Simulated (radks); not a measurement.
Effect of the nuclear size on neutral zinc, [Ar] 3d10 4s2. All-electron calculation, Dirac Kohn-Sham, BLYP, spin-unpolarised, spherical densities, finite nucleus; Fermi nuclear charge, rms radius 3.9283 fm. Program: a radial shooting solver on a logarithmic mesh with Libxc functionals. The rms radius is varied about that value; shifts are against it.

rms radius (fm)  total energy shift (eV)  density at nucleus (e/bohr^3)  1s1/2 shift (meV)  2s1/2 shift (meV)  2p1/2 shift (meV)  3s1/2 shift (meV)
3.3351                           -0.0655                      2.533e+04              -27.8              -2.66              0.230             -0.386
3.6494                           -0.0321                       2.52e+04              -13.6              -1.30              0.112             -0.189
3.9283                                 0                      2.509e+04              0.000              0.000              0.000              0.000
4.1679                            0.0293                      2.501e+04               12.5               1.19             -0.103              0.173
4.4311                            0.0634                      2.492e+04               26.9               2.57             -0.222              0.374

Slopes of the eigenvalues against <r^2> in GHz/fm^2, as finite differences over the two radii next to the reference (eigenvalue slopes, not the field-shift constants of lines): 1s1/2 1560, 2s1/2 148, 2p1/2 -12.8, 3s1/2 21.6.
